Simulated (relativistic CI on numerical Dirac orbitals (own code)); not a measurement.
# Charge states of tin

Method of calculation: Dirac-Coulomb-Breit CI, separate exchange-only KLI orbitals for each configuration, a model potential for QED, valence Slater integrals scaled by 0.9 (own radial code, finite nucleus).

Each species is treated in one configuration, given outside its closed core. Radial values are for the open shell of highest l, unscaled and averaged over j; ζ includes the Breit term. Labels give the leading LS character, summed over repeated terms.

| Ion | Configuration | Its lowest level | LS weight (%) | ⟨r⟩ (bohr) | ⟨r²⟩ (bohr²) | ζ (cm⁻¹) | g_J | g√(J(J+1)) |
| --- | --- | --- | --- | --- | --- | --- | --- | --- |
| Sn24+ | 3d8 | 3F_4 | 95 | 0.2963 | 0.1029 | 29700 | 1.234 | 5.52 |
| Sn25+ | 3d7 | 4F_9/2 | 80 | 0.2923 | 0.09994 | 30640 | 1.282 | 6.38 |
| Sn26+ | 3d6 | 5D_4 | 71 | 0.2884 | 0.09714 | 31600 | 1.409 | 6.30 |
| Sn27+ | 3d5 | 6S_5/2 | 72 | 0.2847 | 0.09448 | 32590 | 1.852 | 5.48 |
| Sn28+ | 3d4 | 5D_0 | 50 | 0.2811 | 0.09195 | 33600 |  | 0.00 |
| Sn29+ | 3d3 | 4F_3/2 | 73 | 0.2775 | 0.08953 | 34640 | 0.537 | 1.04 |
| Sn30+ | 3d2 | 3F_2 | 85 | 0.2741 | 0.08722 | 35710 | 0.719 | 1.76 |
| Sn31+ | 3d | 2D_3/2 | 100 | 0.2708 | 0.08501 | 36800 | 0.795 | 1.54 |
| Sn32+ | 3s2.3p6 | 1S_0 | 100 |  |  |  |  | 0.00 |
| Sn33+ | 3s2.3p5 | 2P°_3/2 | 100 | 0.2987 | 0.103 | 290700 | 1.329 | 2.57 |
| Sn34+ | 3s2.3p4 | ? | ? | ? | ? | ? | ? | ? |
| Sn35+ | 3s2.3p3 | J = 3/2 (mixed) | 42 | 0.2941 | 0.09982 | 301500 | 1.424 | 2.76 |
| Sn36+ | 3s2.3p2 | 3P_0 | 75 | 0.2919 | 0.09831 | 306900 |  | 0.00 |
| Sn37+ | 3s2.3p | 2P°_1/2 | 100 | 0.2897 | 0.09686 | 312400 | 0.659 | 0.57 |
| Sn38+ | 3s2 | 1S_0 | 100 |  |  |  |  | 0.00 |
| Sn39+ | 3s | 2S_1/2 | 100 | 0.2956 | 0.0995 |  | 1.995 | 1.73 |
| Sn40+ | 2s2.2p6 | 1S_0 | 100 |  |  |  |  | 0.00 |
| Sn41+ | 2s2.2p5 | 2P°_3/2 | 100 | 0.1058 | 0.0136 | 1.278e+06 | 1.319 | 2.55 |
| Sn42+ | 2s2.2p4 | 3P_2 | 71 | 0.1049 | 0.01335 | 1.305e+06 | 1.340 | 3.28 |
| Sn43+ | 2s2.2p3 | J = 3/2 (mixed) | 46 | 0.104 | 0.0131 | 1.332e+06 | 1.372 | 2.66 |
| Sn44+ | 2s2.2p2 | 3P_0 | 72 | 0.1031 | 0.01286 | 1.359e+06 |  | 0.00 |
| Sn45+ | 2s2.2p | 2P°_1/2 | 100 | 0.1022 | 0.01264 | 1.388e+06 | 0.645 | 0.56 |
| Sn46+ | 2s2 | 1S_0 | 100 |  |  |  |  | 0.00 |
| Sn47+ | 2s | 2S_1/2 | 100 | 0.1171 | 0.01612 |  | 1.980 | 1.72 |

Problem. Fill in the row of Sn34+.

Solution. Its lowest level 3P_2; LS weight (%) 73; ⟨r⟩ (bohr) 0.2964; ⟨r²⟩ (bohr²) 0.1014; ζ (cm⁻¹) 296000; g_J 1.362; g√(J(J+1)) 3.34.
